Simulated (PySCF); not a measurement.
In(I)(OH)2 (H2IInO2), SMILES [I][In]([OH])[OH]. Geometry optimised at B3LYP-D3(BJ)/def2-SVP. The def2 effective core potentials stand for the cores of I, In; spin–orbit coupling is left out. Other conformers were not sampled.

Computed equilibrium geometry at B3LYP-D3(BJ)/def2-SVP (PySCF confirms it by a frequency run) as a Z-matrix, and its point group (one conformer of several):
point group Cs.
```
In
O 1 1.9970
H 2 0.9694 1 110.19
O 1 2.0036 2 117.04 3 0.00
H 4 0.9683 1 111.89 2 180.00
I 1 2.6764 2 119.95 3 180.00
```
